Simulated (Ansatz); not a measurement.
Harmonic frequencies (cm⁻¹) at PBE0-D4/def2-TZVP from Ansatz: 44, 230, 309, 338, 434, 520, 547, 702, 871, 872, 927, 1178, 1315, 1382, 1455, 1461, 2448, 3035, 3097, 3141, 3860.

Each molecule was computed in one conformer, which needn't be the lowest.

(1) Which molecule is it?
A. `CB(O)[SeH]`
B. `N=C(S)S`
C. `[F][AlH][S][SiH3]`
D. `BC(=O)OC`

## Answers

(1) A.
